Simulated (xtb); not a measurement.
Harmonic IR lines of one isomer of C10H9BS, unscaled. Method: GFN2-xTB (xtb 6.7.1).

```json
[
 {"wavenumber (cm⁻¹)": "772", "relative intensity": "7.2"},
 {"wavenumber (cm⁻¹)": "817", "relative intensity": "100"},
 {"wavenumber (cm⁻¹)": "829", "relative intensity": "8.0"},
 {"wavenumber (cm⁻¹)": "838", "relative intensity": "6.1"},
 {"wavenumber (cm⁻¹)": "889", "relative intensity": "10"},
 {"wavenumber (cm⁻¹)": "1008", "relative intensity": "19"},
 {"wavenumber (cm⁻¹)": "1042", "relative intensity": "7.3"},
 {"wavenumber (cm⁻¹)": "1067", "relative intensity": "6.5"},
 {"wavenumber (cm⁻¹)": "1084", "relative intensity": "13"},
 {"wavenumber (cm⁻¹)": "1160", "relative intensity": "3.1"},
 {"wavenumber (cm⁻¹)": "1194", "relative intensity": "28"},
 {"wavenumber (cm⁻¹)": "1214", "relative intensity": "5.6"},
 {"wavenumber (cm⁻¹)": "1246", "relative intensity": "12"},
 {"wavenumber (cm⁻¹)": "1296", "relative intensity": "21"},
 {"wavenumber (cm⁻¹)": "1329", "relative intensity": "25"},
 {"wavenumber (cm⁻¹)": "1368", "relative intensity": "25"},
 {"wavenumber (cm⁻¹)": "1509", "relative intensity": "31"},
 {"wavenumber (cm⁻¹)": "1565", "relative intensity": "18"},
 {"wavenumber (cm⁻¹)": "2641", "relative intensity": "79"},
 {"wavenumber (cm⁻¹)": "2678", "relative intensity": "74"},
 {"wavenumber (cm⁻¹)": "3048", "relative intensity": "14"},
 {"wavenumber (cm⁻¹)": "3075", "relative intensity": "15"},
 {"wavenumber (cm⁻¹)": "3094", "relative intensity": "5.3"},
 {"wavenumber (cm⁻¹)": "3111", "relative intensity": "11"},
 {"wavenumber (cm⁻¹)": "3125", "relative intensity": "9.0"},
 {"wavenumber (cm⁻¹)": "3131", "relative intensity": "27"},
 {"wavenumber (cm⁻¹)": "3155", "relative intensity": "5.7"}
]
```

**Question.** Name which structure gives these lines.
A) `Bc1cc2ccc(C=C)cc2s1`
B) `Bc1cc2cc(C=C)ccc2s1`
C) `Bc1cc(C=C)cc2sccc12`
D) `Bc1cc(C=C)cc2ccsc12`

**Answer.** D, `Bc1cc(C=C)cc2ccsc12`
